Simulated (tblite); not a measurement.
Isomers of C2H7FOSi2. Calculated harmonic vibrations of the isolated species, GFN2-xTB (tblite), most abundant isotopes, no scaling. The method is semi-empirical: single wavenumbers can be off by several per cent or more. Modes of hydrogen on silicon can be 10 to 20 % off. One conformer each.

Electronic energies: GFN2-xTB at the same geometries; isomer energies are rough at this level and their order can be wrong.

```
                 SMILES  electronic energy, lowest = 0 (kJ/mol)
   C[SiH2][Si@@H](F)C=O                                   399.4
F[C@@H]1C[SiH2]O[SiH2]1                                   167.1
     F[Si@H]1CC[SiH2]O1                                     0.0
```

Task: How do GFN2-xTB zero-point energies change the relative energies?

Result: 
| SMILES | ZPE (kJ/mol) | of it from modes above 1550 cm⁻¹ | electronic (kJ/mol) | with ZPE, lowest = 0 (kJ/mol) | lowest mode (cm⁻¹) | rings |
| --- | --- | --- | --- | --- | --- | --- |
| F[Si@H]1CC[SiH2]O1 | 229.4 | 113.4 | 0.0 | 0.0 | 78 | 1 |
| F[C@@H]1C[SiH2]O[SiH2]1 | 220.8 | 108.5 | 167.1 | 158.5 | 86 | 1 |
| C[SiH2][Si@@H](F)C=O | 213.3 | 120.6 | 399.4 | 383.3 | 24 | 0 |

The zero-point energies span 16.1 kJ/mol, from `C[SiH2][Si@@H](F)C=O` to `F[Si@H]1CC[SiH2]O1`. The order is unchanged.
